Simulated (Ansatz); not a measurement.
`[SiH3][O][InH2]`, charge 0, multiplicity 1.

Give a relaxed structure at PBE0-D4/def2-TZVP (Ansatz 0.2.0). (Best estimate.)

Computed: 
Cartesian coordinates in Å:
```
Si -0.042 0.458 -1.341
O -0.347 -0.574 -0.128
In 0.002 -0.724 1.828
H 0.726 1.654 -0.874
H -1.311 0.946 -1.951
H 0.761 -0.204 -2.409
H -0.666 -2.166 2.435
H 0.877 0.608 2.439
```
Point group Cs.
